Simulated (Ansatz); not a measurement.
`BC(O)CC` and `BOC(B)O` differ in one atom or group.

Ansatz, PBE0-D4/def2-TZVP geometries, multiplicity 1. Each molecule was computed in one conformer, which needn't be the lowest. `BC(O)CC` holds a close contact that its SMILES doesn't draw: O···B 1.67 Å. `BOC(B)O` holds a close contact that its SMILES doesn't draw: B···O 1.72 Å.

```json
{"property": "LUMO energy (ωB97M-V/def2-TZVPP) / eV", "`BC(O)CC`": "1.72"}
{"property": "HOMO energy (ωB97M-V/def2-TZVPP) / eV", "`BC(O)CC`": "-10.29"}
{"property": "HOMO energy (B3LYP/def2-TZVPP) / eV", "`BC(O)CC`": "-7.75"}
{"property": "HOMO–LUMO gap (B3LYP/def2-TZVPP) / eV", "`BC(O)CC`": "7.62"}
{"property": "LUMO energy (PBE/def2-TZVPP) / eV", "`BC(O)CC`": "-0.73"}
{"property": "size of the dipole moment (ωB97M-V/def2-TZVPP) / D", "`BC(O)CC`": "2.54"}
```

Q: What does the change do to each property? (Best estimate.)

A: Computed: 
```json
{"property": "LUMO energy (ωB97M-V/def2-TZVPP) / eV", "`BOC(B)O`": "0.77", "shift": "-0.95"}
{"property": "HOMO energy (ωB97M-V/def2-TZVPP) / eV", "`BOC(B)O`": "-10.78", "shift": "-0.49"}
{"property": "HOMO energy (B3LYP/def2-TZVPP) / eV", "`BOC(B)O`": "-8.25", "shift": "-0.50"}
{"property": "HOMO–LUMO gap (B3LYP/def2-TZVPP) / eV", "`BOC(B)O`": "6.88", "shift": "-0.74"}
{"property": "LUMO energy (PBE/def2-TZVPP) / eV", "`BOC(B)O`": "-2.17", "shift": "-1.44"}
{"property": "size of the dipole moment (ωB97M-V/def2-TZVPP) / D", "`BOC(B)O`": "2.90", "shift": "0.36"}
```

With PBE0 the HOMO falls by 0.50 eV and the LUMO falls by 1.35 eV, so the gap narrows by about 0.85 eV. PBE moves the HOMO by -0.46 eV and ωB97M-V by -0.49 eV. Dipoles are sizes alone; their direction can turn.

B3LYP here is the variant with VWN-RPA as its local correlation; programs differ in this.
